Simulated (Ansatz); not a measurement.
Input file for Ansatz (a quantum-chemistry and plane-wave program): R-r2SCAN/def2-TZVPPD on CH5BrO (a complex), monomers drawn apart or pushed together. Files ending in .json are basis or fitting sets from the Basis Set Exchange.

Ansatz 0.2 input:
```yaml
crystal:
  periodic: [false, false, false]
  atoms:
    - {symbol: O, position_ang: [-0.16628494, 0.15741718, 0.82802201]}
    - {symbol: H, position_ang: [0.75648328, -0.03766400, 1.03932364]}
    - {symbol: H, position_ang: [-0.13800862, 0.95276753, 0.28652938]}
    - {symbol: C, position_ang: [2.08344312, -0.21604095, 5.63950476]}
    - {symbol: Br, position_ang: [3.81262670, -0.35913655, 4.71614477]}
    - {symbol: H, position_ang: [2.15664667, 0.61867705, 6.32725280]}
    - {symbol: H, position_ang: [1.92414405, -1.15045504, 6.16538557]}
    - {symbol: H, position_ang: [1.33377881, -0.04936506, 4.87383126]}
basis:
  gaussian:
    orbitals: def2-TZVPPD.json
hamiltonian:
  xc: {name: r2SCAN}
scf: {lower_state_search: off}
```

What total energy does the run end on?

-2690.4657 hartree.
